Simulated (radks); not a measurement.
Numerical settings for neutral technetium, [Kr] 4d5 5s2. All-electron calculation, non-relativistic Kohn-Sham, r2SCAN, spin-polarised, spherical densities, point nucleus; open shells are filled with parallel spins first (spin-orbit coupling, left out, can overturn this in heavy ions); meta-GGA in the generalised Kohn-Sham scheme; relativity is left out, which matters for an element this heavy. Program: a radial shooting solver on a logarithmic mesh with Libxc functionals. The defaults (mesh step 0.008 in ln r, mesh end at 40 bohr or more with all orbitals vanishing there, Anderson mixing 0.5 over 9 steps, residual threshold near 1e-9 with the energy settled to 1e-9 hartree or 1e-11 of itself, here a cap of 93 iterations) give E = -4206.872 hartree and 5s at -4.189 eV in 16 iterations. Times are rough (one thread of a shared host). One setting is changed at a time: mesh step in ln r 0.2; mesh step in ln r 0.02; mesh step in ln r 0.005; mesh end (bohr) 12; mesh end (bohr) 1; residual threshold 1e-16; residual threshold 1e-05; mixing 0.01; linear mixing, mixing 0.05; linear mixing, mixing 0.8; mixing history 3; iteration cap 8. Which runs fail to converge, and which converge to a wrong energy?

Answer. Not converged within the cap: mesh step in ln r 0.2; mesh step in ln r 0.02; residual threshold 1e-16; linear mixing, mixing 0.05; linear mixing, mixing 0.8; iteration cap 8. Settled on a wrong energy, with an occupied level pushed above zero by the early mesh end: mesh end (bohr) 1 (+251 hartree). Apart from these: no run marked as converged misses the energy by more than 1 mhartree.
